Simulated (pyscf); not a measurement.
**`[Cl][SiH][SiH2][Cl]`, doublet**

Gas-phase minimum from PySCF at ωB97X-D3(BJ)/def2-SVP, one conformer. Other isomers of Cl–SiH•–SiH₂–Cl were not searched in full and may lie lower. 

SMILES: Cl[SiH][SiH2]Cl
```xyz
7

Cl     1.0164     0.3275     1.9317
Si    -0.9018     0.0546     1.1843
Si    -0.7712     0.1805    -1.1309
Cl    -2.6827    -0.2357    -1.8182
H     -1.4220    -1.2552     1.6773
H     -0.3779     1.5476    -1.5600
H      0.1735    -0.8152    -1.7068
```
Charge 0, spin multiplicity 2.

Bonds (Å): Cl1–Si2 2.077, Si2–Si3 2.322, Si2–H5 1.493, Si3–Cl4 2.074, Si3–H6 1.486, Si3–H7 1.488. Bond angles (°): Cl1–Si2–Si3 107.4, Cl1–Si2–H5 108.6, Si3–Si2–H5 113.3, Si2–Si3–Cl4 105.5, Si2–Si3–H6 110.7, Si2–Si3–H7 112.7, Cl4–Si3–H6 109.4, Cl4–Si3–H7 108.8, H6–Si3–H7 109.6.

Properties at ωB97X-D3(BJ)/def2-SVP:

```yaml
harmonic_wavenumbers_unscaled: 44, 68, 156, 401, 460, 559, 568, 590, 687, 740, 838, 954, 2232, 2261, 2282 cm⁻¹
zero_point_energy: 18.4 kcal/mol
rotational_symmetry_number: 1
Entropy of this conformer at 298 K and 1 atm, rigid rotor and harmonic oscillator, modes under 100 cm⁻¹ raised to 100: 349.8 J/(mol K)
dipole_moment: 0.15 D
Spin expectation value S2: 0.753
```

Single-point totals, which compare only within one level:

```csv
level,total energy (hartree)
ωB97X-D3(BJ)/def2-TZVP,-1501.35125
PBE/def2-TZVP,-1500.60762
r²SCAN/def2-TZVP,-1501.17445
B3LYP-D3(BJ)/def2-TZVP,-1501.37185
PBE0-D3(BJ)/def2-TZVP,-1500.74766
M06-2X/def2-TZVP,-1501.20929
ωB97M-D3(BJ)/def2-TZVP,-1501.46558
```

The lowest mode is so soft that the shape along it may change with the basis. Soft torsions are taken as harmonic, which can shift the entropy by several J/(mol K).
